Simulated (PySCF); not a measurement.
Geometry:
| atom | x (Å) | y (Å) | z (Å) |
| --- | --- | --- | --- |
| N1 | -3.497 | 2.200 | -0.555 |
| C2 | -3.108 | 1.144 | -0.827 |
| C3 | -2.608 | -0.189 | -1.155 |
| C4 | -2.598 | -1.110 | 0.076 |
| C5 | -1.283 | -0.764 | 0.793 |
| N6 | -0.480 | -0.072 | -0.206 |
| Si7 | 0.989 | 0.784 | 0.154 |
| C8 | 2.531 | -0.293 | 0.177 |
| Si9 | 4.138 | 0.599 | 0.577 |
| C10 | -1.110 | -0.147 | -1.500 |
| H11 | -3.219 | -0.595 | -1.976 |
| H12 | -2.587 | -2.153 | -0.277 |
| H13 | -3.483 | -0.983 | 0.715 |
| H14 | -1.458 | -0.112 | 1.667 |
| H15 | -0.804 | -1.686 | 1.172 |
| H16 | 1.146 | 1.830 | -0.902 |
| H17 | 0.828 | 1.402 | 1.508 |
| H18 | 2.387 | -1.104 | 0.913 |
| H19 | 2.638 | -0.773 | -0.812 |
| H20 | 4.407 | 1.666 | -0.437 |
| H21 | 5.294 | -0.351 | 0.578 |
| H22 | 4.060 | 1.245 | 1.924 |
| H23 | -0.862 | -1.071 | -2.064 |
| H24 | -0.839 | 0.711 | -2.135 |

Geometry: PBE0-D3(BJ)/def2-SVP; GIAO absolute shieldings from PySCF, gas phase, non-relativistic, averaged over equivalent atoms.

At wB97X-D/pcSseg-1 (254 basis functions, 93 s wall time on 1 thread of an Arm Neoverse V2, shared host):
| atoms | σ (ppm) |
| --- | --- |
| N1 | -37.0 |
| N6 | 228.7 |
| C2 | 56.5 |
| C10 | 127.1 |
| C5 | 137.8 |
| C4 | 149.7 |
| C3 | 153.1 |
| C8 | 192.2 |
| Si7 | 374.0 |
| Si9 | 425.1 |
| H17 | 26.68 |
| H16 | 26.70 |
| H20/H21/H22 | 27.50 |
| H24 | 28.10 |
| H14 | 28.16 |
| H15 | 28.31 |
| H23 | 28.40 |
| H11 | 29.03 |
| H13 | 29.29 |
| H12 | 29.58 |
| H18 | 31.44 |
| H19 | 31.59 |

Q: Predict the values at PBE0/pcSseg-1 on the same geometry.

A: 
```csv
atoms,σ at PBE0/pcSseg-1,change
N1,-37.3,-0.3
N6,224.4,-4.3
C2,57.4,+0.9
C10,126.5,-0.6
C5,137.2,-0.6
C4,149.4,-0.3
C3,152.7,-0.4
C8,191.9,-0.3
Si7,373.4,-0.6
Si9,425.8,+0.7
H17,26.50,-0.18
H16,26.52,-0.18
H20/H21/H22,27.36,-0.14
H24,27.92,-0.18
H14,28.00,-0.16
H15,28.15,-0.16
H23,28.21,-0.19
H11,28.84,-0.19
H13,29.14,-0.15
H12,29.45,-0.13
H18,31.25,-0.19
H19,31.40,-0.19
```

The largest change is at N6 (nitrogen bonded to 2 C, Si, in a 5-membered ring). Cost: 254 basis functions, 86 s wall time on 1 thread of an Arm Neoverse V2, shared host. The order of the carbon signals is the same at both levels.
